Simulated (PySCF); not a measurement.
C₅H₄N, SMILES [c]1ccncc1, multiplicity 2.

Geometry optimised at ωB97X-D3(BJ)/def2-SVP. The isomer is the one that the SMILES or the coordinates give; other isomers of the formula were not compared.

Calculation: TDA-M06-2X/def2-SVPD run with PySCF.

Vertical excitations. Isolated molecule, no solvent.

### Question
List the lowest excited states. (Estimate from the structure and the level; the computed values follow.)

### Answer

```
state    energy (eV)  λ (nm)      f                                                   main pairs
-------  -----------  ------  -----  -----------------------------------------------------------
root 1          3.55     349  0.001                         α HOMO→LUMO 11 %, β HOMO−2→LUMO 80 %
root 2          4.00     310  0.000                                             β HOMO→LUMO 98 %
root 3          4.04     307  0.006                         α HOMO→LUMO 82 %, β HOMO−2→LUMO 10 %
root 4          4.49     276  0.000                                           α HOMO→LUMO+1 99 %
root 5          4.69     264  0.000                     α HOMO−1→LUMO+1 44 %, β HOMO→LUMO+1 44 %
root 6          5.01     248  0.011                                           β HOMO−1→LUMO 92 %
root 7          5.02     247  0.003                     α HOMO−3→LUMO 25 %, β HOMO−1→LUMO+2 63 %
root 8          5.09     244  0.003  α HOMO−1→LUMO 64 %, β HOMO→LUMO+2 29 %, β HOMO−2→LUMO+1 6 %
root 9          5.41     229  0.000                     α HOMO−2→LUMO 39 %, β HOMO−2→LUMO+2 48 %
root 10         5.48     226  0.000                                         β HOMO−1→LUMO+1 99 %
```
Unrestricted roots are not spin-pure.
